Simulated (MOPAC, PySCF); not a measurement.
Noncovalent pair: CH4 (SMILES C) (first 5 atoms) with N2 (SMILES N#N); geometry from B3LYP-D3(BJ)/def2-TZVP, rigid monomers moved along the line of their centres of mass till C1···N6 is 3.26 Å.
(charge 0, multiplicity 1):
```xyz
7

C      0.02468    -0.04913    -0.08081
H      0.96422     0.39518     0.24492
H     -0.07878    -1.04061     0.35790
H     -0.80434     0.57915     0.24196
H      0.01840    -0.12948    -1.16685
N      0.07886    -0.42372     3.15795
N     -0.18550     0.63394     3.12239
```

Interaction energies are E(AB) − E(A) − E(B) at the monomers' geometry in the complex; basis-set methods are counterpoise corrected. Rows marked so take none.

Rows in 6-31G* carry no dispersion term and start afresh at each structure (6-31G* with six Cartesian d functions). The state reached by PM7 isn't checked; PM7 holds dispersion and hydrogen-bond terms.

Codes used: MOPAC for PM7 (differences of heats of formation); PySCF for 6-31G* rows. 

One of these levels gives 60.5 meV for the interaction energy. Which?
A. HF/6-31G*
B. B3LYP/6-31G* (no counterpoise)
C. PM7

A, HF/6-31G*. The others give -7.4 (PM7), 21.0 (B3LYP/6-31G* (no counterpoise))
